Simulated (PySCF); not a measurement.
# Spinor energies of Mo+ (molybdenum, charge +1)

Start: [Kr] 4d4 5s1; 4d5/2 filled at m_j = -1/2, +1/2, +3/2, +5/2; 5s1/2 filled at m_j = +1/2. Calculated with PySCF 2.14 in x2c-SVPall-2c with one added diffuse shell each of s, p, d type (7s9p7d1f, 76 functions): generalised Hartree-Fock with the X2C-1e Hamiltonian and a Gaussian nucleus; one run each with spin-orbit coupling (SO) switched off, then screened by Boettger's factors. This is a chosen level, not necessarily the ground level.

```csv
spinor shell,electrons,"ε, spin-free (eV)","ε, screened SO (eV)",weight of nominal j (screened SO),"rms radius, screened SO (bohr)"
1s1/2,2,-20114.8,-20113.8,1.000,0.0404
2s1/2,2,-2924.6,-2924.4,1.000,0.166
2p1/2,2,-2609.9,-2683.6,1.000,0.145
2p3/2,4,-2609.9,-2575.4,1.000,0.149
3s1/2,2,-538.95,-538.91,1.000,0.456
3p1/2,2,-432.76,-445.39,1.000,0.455
3p3/2,4,-432.76,-426.84,1.000,0.465
3d3/2,4,-259.94,-262.00,0.974,0.452
3d5/2,6,-259.94,-258.56,0.983,0.455
4s1/2,2,-89.753,-89.763,1.000,1.18
4p1/2,2,-58.246,-62.024,0.683,1.32
4p3/2,4,-58.246,-56.438,0.842,1.32
4d5/2,4,-19.457,-19.441,0.674,1.92
5s1/2,1,-13.822,-13.826,1.000,3.45
```

```
   quantity    spin-free  screened SO
E (hartree)  -4045.32231  -4045.77531
        M_J          9/2          9/2
       ⟨J²⟩       24.757       24.758
       ⟨L²⟩        6.005        6.040
       ⟨S²⟩        8.752        8.740
```

Each row is a mean over spinors that exchange with the open shell spreads, by up to 8.500 eV (4p3/2).

Rows whose weight is well below 1 are mixtures of j = l ± 1/2: exchange outweighs spin-orbit coupling there, and the label is only the starting occupation.

Breit and QED terms are absent; they matter most for the inner s and p1/2 levels.

Densities and radii are taken from the X2C orbitals without a picture-change correction, which distorts them close to the nucleus.

Without spin-orbit coupling the j labels of p, d and f shells carry no meaning; the spin-free column gives the mean over the occupied spinors of each nl shell.
